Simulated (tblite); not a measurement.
Method: GFN2-xTB as coded in tblite; computed harmonic values from a numerical Hessian at the method's own geometry, unscaled. The method is semi-empirical: single wavenumbers can be off by several per cent or more. Modes of hydrogen on gallium, phosphorus and silicon can be 10 to 20 % off. One conformer each. Thermal functions are those of the rigid rotor and harmonic oscillator, without mixing of conformers.

Question: Order these by their zero-point energy, highest first (kJ/mol).
A. `C#CCP(P)C#C`
B. `C=CC[C@@H]1C[CH2][GaH2-][N+]1(C)C`
C. `[SiH3]PPP`
D. `CC(=S)c1ccco1`
E. `Cc1c(F)cccc1S(=O)(=O)Cl`

Answer: B (619.4), E (308.8), D (268.8), A (216.7), C (158.8).

```csv
SMILES,atoms,mass (u),symmetry number,modes under 300 cm⁻¹,ZPE (kJ/mol),S translation (J/(mol K)),S rotation,S vibration,S,Cp
C=CC[C@@H]1C[CH2][GaH2-][N+]1(C)C,28,197.07,1,11,619.4,174.8,129.1,174.5,478.4,220.5
Cc1c(F)cccc1S(=O)(=O)Cl,18,207.98,1,9,308.8,175.4,130.9,142.1,448.5,186.8
CC(=S)c1ccco1,14,126.01,1,5,268.8,169.2,119.8,79.0,368.0,122.5
C#CCP(P)C#C,13,127.99,1,8,216.7,169.4,121.2,122.5,413.1,151.0
[SiH3]PPP,11,127.95,1,5,158.8,169.4,117.4,103.5,390.2,130.3
```

Entropies and Cp are for 298.15 K and 1 bar.
